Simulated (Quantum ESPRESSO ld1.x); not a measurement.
All-electron atom: Hf LXVIII in [He] 2s2 2p1.

Calculated with ld1.x of Quantum ESPRESSO 7.5: scalar-relativistic Kohn-Sham, LDA (Slater exchange, VWN5 correlation), spin-unpolarised, spherical densities, point nucleus.

Energy parts (hartree):
total: -7510.038
kinetic: 8678.460
electron-nucleus: -16378.299
Hartree: 257.449
exchange-correlation: -67.649

Orbitals (lengths in bohr, moments of r in powers of bohr; <r^-3> diverges for s and p1/2):
orbital,occ.,eigenvalue (hartree),<1/r>,<r^2>,<r>,<r^-3>
1s,2,-2679.71,83.97,0.0004918,0.01894,-
2s,2,-653.166,20.45,0.007041,0.07730,-
2p,1,-609.197,18.63,0.005635,0.06818,19720
3s,0,-278.574,8.638,0.03710,0.1804,-
3p,0,-265.571,8.105,0.03516,0.1744,5938

The highest occupied level is 2p at -16577.1 eV. For comparison, the ionisation energy in NIST's Atomic Spectra Database is 17680 eV (theoretical). In exact Kohn-Sham theory the highest level is minus the ionisation energy, but local and semilocal functionals leave it too shallow, through self-interaction and a potential that decays too fast; potentials with the right tail come closer. Summed over all electrons, <r^2> = 0.02070 bohr^2, which gives a Langevin (diamagnetic) susceptibility term of -0.0164 x 10^-6 cm^3/mol.

Beside tabulated values, note that spin-unpolarised runs miss the spin-polarisation part of the exchange energy of open shells.
